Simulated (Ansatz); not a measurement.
Cost and result for the atomization energy of CH6OSiTe (`OC[SiH2][TeH]`) (10 atoms, 9 bonds).

```xyz
10

O     0.9384    0.3781   -1.6692
C    -0.1239    0.7439   -0.8100
Si   -0.5665   -0.5729    0.4776
Te    1.2919   -1.1246    2.0409
H     0.7210   -0.4555   -2.0939
H     0.1889    1.6582   -0.2988
H    -1.0356    1.0009   -1.3725
H    -0.8359   -1.8561   -0.2306
H    -1.7858   -0.1493    1.2176
H     1.2075    0.3773    2.7390
```

Total charge 0; spin multiplicity 1. Correlated methods include outer-core shells of Te, which these sets cover unevenly. Te takes the def2 core potential. The structure was optimised at the PBE0-D4/def2-TZVP level. It is one conformer, not always the lowest. Program: Ansatz. All runs use 4 threads of an Arm Neoverse V1 on a shared host. Times are those of one run each, without the atoms' runs, and a repeat can differ threefold. Electronic energies, without spin–orbit coupling; frozen cores. CCSD(T)/CBS adds CCSD(T) − MP2 in def2-TZVPP to the MP2 limit, and its time is that of the two runs behind it. T1 = 0.011. With those shells the extrapolation isn't a true limit. B3LYP takes the VWN-RPA correlation (the form of Gaussian; ORCA's B3LYP/G).

CCSD(T)/CBS is a level of theory with its own doubt, some kJ/mol a heavy atom from the limit and from the frozen cores, so smaller differences don't rank the functionals.

```json
{"level": "PBE-D4/def2-TZVPP (with forces)", "functions": "238", "wall time": "2.5 s", "atomization (kJ/mol)": "3229.5", "difference from CCSD(T)/CBS": "20.7", "per bond": "2.3"}
{"level": "PBE0-D4/def2-TZVPP", "functions": "238", "wall time": "3.3 s", "atomization (kJ/mol)": "3174.9", "difference from CCSD(T)/CBS": "-33.9", "per bond": "-3.8"}
{"level": "B3LYP-D4/def2-TZVPP (with forces)", "functions": "238", "wall time": "4.6 s", "atomization (kJ/mol)": "3183.3", "difference from CCSD(T)/CBS": "-25.5", "per bond": "-2.8"}
{"level": "r2SCAN-D4/def2-TZVPP (with forces)", "functions": "238", "wall time": "4.8 s", "atomization (kJ/mol)": "3187.6", "difference from CCSD(T)/CBS": "-21.2", "per bond": "-2.4"}
{"level": "B2PLYP/def2-TZVPP", "functions": "238", "wall time": "6 s", "atomization (kJ/mol)": "3139.3", "difference from CCSD(T)/CBS": "-69.5", "per bond": "-7.7"}
{"level": "ωB97X-V/def2-TZVPP", "functions": "238", "wall time": "8 s", "atomization (kJ/mol)": "3203.3", "difference from CCSD(T)/CBS": "-5.5", "per bond": "-0.6"}
{"level": "ωB97M-V/def2-TZVPP (with forces)", "functions": "238", "wall time": "12 s", "atomization (kJ/mol)": "3185.6", "difference from CCSD(T)/CBS": "-23.2", "per bond": "-2.6"}
{"level": "MP2/def2-QZVPP", "functions": "446", "wall time": "20 s", "atomization (kJ/mol)": "3190.2", "difference from CCSD(T)/CBS": "-18.6", "per bond": "-2.1"}
{"level": "CCSD(T)/def2-TZVPP", "functions": "238", "wall time": "3.1 min", "atomization (kJ/mol)": "3106.0", "difference from CCSD(T)/CBS": "-102.8", "per bond": "-11.4"}
{"level": "CCSD(T)/CBS(def2)", "functions": "–", "wall time": "3.5 min", "atomization (kJ/mol)": "3208.8", "difference from CCSD(T)/CBS": "0.0", "per bond": "0.0"}
```

The D4 term adds +36.5 kJ/mol with B3LYP and +19.2 kJ/mol with PBE0; it sums over pairs of atoms, weighted by their polarisabilities, and B3LYP, whose exchange is more repulsive, gets the larger term. From PBE to PBE0 (25 % exact exchange), in def2-TZVPP and without D4, the atomization energy moves by −51.4 kJ/mol: exact exchange takes away binding that semilocal exchange gives to molecules. In def2-TZVPP, CCSD(T) changes the Hartree–Fock value by +855.7 kJ/mol (the triples alone add +48.7 kJ/mol) and MP2 by +879.2 kJ/mol; breaking electron pairs costs correlation energy, which Hartree–Fock lacks.

Spin–orbit coupling would lower the free Te atoms strongly, and the atomization energy with them, by more than many differences here.
